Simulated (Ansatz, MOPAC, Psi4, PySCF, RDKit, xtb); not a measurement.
Pair of molecules: dimethyl selenide (SMILES C[Se]C) (first 9 atoms) with H2O (SMILES O); geometry from B3LYP-D3(BJ)/def2-TZVP, rigid monomers moved along the line of their centres of mass till Se2···H12 is 4.51 Å.
(charge 0, multiplicity 1):
| atom | x (Å) | y (Å) | z (Å) |
|---|---|---|---|
| C | -0.8942 | 1.6941 | -0.2074 |
| Se | 0.5986 | 0.4493 | 0.0682 |
| C | -0.4315 | -1.2035 | -0.1786 |
| H | -1.6610 | 1.5131 | 0.5417 |
| H | -0.4939 | 2.6989 | -0.0909 |
| H | -1.2924 | 1.5729 | -1.2121 |
| H | -1.2179 | -1.2564 | 0.5702 |
| H | 0.2617 | -2.0312 | -0.0455 |
| H | -0.8459 | -1.2310 | -1.1837 |
| O | -2.0286 | 0.0768 | 4.7248 |
| H | -1.7216 | 0.1215 | 5.6355 |
| H | -1.2351 | 0.1982 | 4.1762 |

```
level                            interaction energy (kcal/mol)  cost
-------------------------------  -----------------------------  ----
UFF                                                      -0.24     -
GFN-FF                                                   -0.53     -
AM1                                                      -0.37     -
PM3                                                      -0.58     -
PM6                                                      -0.62     -
PM7                                                      -0.54     -
GFN1-xTB                                                 -0.20     -
GFN2-xTB                                                 -0.91     -
HF/STO-3G (no counterpoise)                              -0.37     -
HF/3-21G (no counterpoise)                               -0.75     -
HF/6-31G*                                                -0.83     -
HF/6-31G* (no counterpoise)                              -0.85     -
HF/aug-cc-pVDZ                                           -0.78     -
PBE/def2-TZVPPD                                          -0.77    ×1
PBE-D3(BJ)/def2-TZVPPD                                   -0.97    ×1
PBE-D4/def2-TZVPPD                                       -0.89    ×1
BP86/6-31G* (no counterpoise)                            -0.70     -
r2SCAN/def2-TZVPPD                                       -0.77    ×2
r2SCAN-D3(BJ)/def2-TZVPPD                                -0.91    ×2
r2SCAN-D4/def2-TZVPPD                                    -0.88    ×2
B3LYP/3-21G (no counterpoise)                            -0.66     -
B3LYP/6-31G*                                             -0.72     -
B3LYP/6-31G* (no counterpoise)                           -0.76     -
B3LYP/def2-TZVPPD                                        -0.62    ×1
B3LYP-D3(BJ)/def2-TZVPPD                                 -0.87    ×1
B3LYP-D4/def2-TZVPPD                                     -0.75    ×1
PBE0/def2-TZVPPD                                         -0.76    ×1
PBE0-D3(BJ)/def2-TZVPPD                                  -0.97    ×1
PBE0-D4/def2-TZVPPD                                      -0.90    ×1
M06-2X/6-31G* (no counterpoise)                          -0.92     -
wB97X-V/def2-TZVPPD                                      -0.87    ×3
wB97M-V/def2-TZVPPD                                      -0.88    ×4
MP2/6-31G*                                               -0.91     -
MP2/6-31G* (no counterpoise)                             -0.96     -
MP2/aug-cc-pVDZ                                          -0.89     -
SCS-MP2/aug-cc-pVDZ                                      -0.84     -
CCSD/aug-cc-pVDZ                                         -0.85     -
CCSD(T)/aug-cc-pVDZ                                      -0.88    ×9
SAPT0/aug-cc-pVDZ                                        -0.97     -
```

The rows run from -0.97 (SAPT0/aug-cc-pVDZ) to -0.20 kcal/mol (GFN1-xTB). In aug-cc-pVDZ the value moves HF -0.78, MP2 -0.89, CCSD -0.85, CCSD(T) -0.88, a shift of -0.10 from HF to CCSD(T). The dispersion term adds -0.19 in PBE-D3(BJ), -0.12 in PBE-D4, -0.14 in r2SCAN-D3(BJ). The 6 functionals in def2-TZVPPD without D3 or D4 span 0.26, from wB97M-V to B3LYP.

Monomers are frozen at their geometry in the pair; levels with a basis set take the counterpoise correction. Rows marked so take none. RDKit's UFF carries no charges.

Frozen-core correlation. Filled d and f shells under p-block atoms count as core. Rows in 3-21G, 6-31G*, STO-3G carry no dispersion term and start afresh at each structure (6-31G* with six Cartesian d functions); the Pople sets are all-electron and without relativity. MP2/6-31G* freezes PySCF's default core, which leaves 3d correlated. The state that AM1, PM3, PM6, PM7 reach isn't checked; PM7 holds dispersion and hydrogen-bond terms.

Programs: Ansatz (Gaussian basis) for Hartree–Fock, density functionals and correlated methods; MOPAC for AM1, PM3, PM6, PM7 (differences of heats of formation); Psi4 for SAPT; PySCF for 3-21G rows, 6-31G* rows, STO-3G rows, the dispersion terms; RDKit for the force fields; xtb for the GFN methods. 

Costs are rough ratios of core time to PBE/def2-TZVPPD (about 8 s over the structures, on one shared machine); a dash marks a level with no comparable run of its own.

Ansatz is a quantum-chemistry and plane-wave program.
